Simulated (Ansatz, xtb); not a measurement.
System: NO, charge 1, multiplicity 1. 
Geometry from a B3LYP-D3(BJ)/def2-TZVP (Ansatz, a first-principles code) optimisation:
SMILES: [O+]#N
```xyz
2

N      0.0000     0.0000    -0.5634
O      0.0000     0.0000     0.4930
```
Charge +1, spin multiplicity 1.

Harmonic wavenumbers from GFN2-xTB (xtb, at its own minimum), cm⁻¹: 2421.

**Question.** Give the harmonic wavenumbers at B3LYP-D3(BJ)/def2-TZVP (Ansatz, finite differences of forces, unscaled).

**Answer.** 2485 cm⁻¹. Zero-point energy 3.6 kcal/mol.

**Question.** From these and the geometry, give the ideal-gas thermochemistry at 298.15 K and 1 atm (rigid rotor, harmonic oscillator).

**Answer.** Point group C∞v, rotational symmetry number 1. Rotational constants 60.64, 60.64 GHz. S(trans) 36.13, S(rot) 11.19, S(vib) 0.00, S(elec, spin only) 0.00, S 47.3 cal/(mol K). H(298) - H(0) 2.07 kcal/mol; G - E(el) -8.5 kcal/mol.
